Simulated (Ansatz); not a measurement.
GeHF₃ was relaxed with PBE0-D4 (def2-TZVP) in Ansatz in these states: charge +1 doublet, neutral singlet. The geometries follow in no particular order.

A:

Cartesian coordinates in Å:
```
Ge -0.046 -0.071 0.020
H -0.845 -1.309 0.376
F -0.735 1.353 0.662
F 0.069 0.167 -1.666
F 1.556 -0.140 0.608
```

B:

```csv
atom,x (Å),y (Å),z (Å)
Ge1,0.259,0.039,-0.106
H2,-1.541,-0.231,0.630
F3,-0.198,0.039,-1.702
F4,0.931,-1.339,0.534
F5,0.549,1.492,0.644
```

Judge from the bond lengths which geometry belongs to which state (an estimate).

A is the neutral singlet (Ge1–H2 1.516 Å, Ge1–F3 1.707 Å, Ge1–F4 1.707 Å); B is the charge +1 doublet (Ge1–H2 1.963 Å, Ge1–F3 1.661 Å, Ge1–F4 1.661 Å).
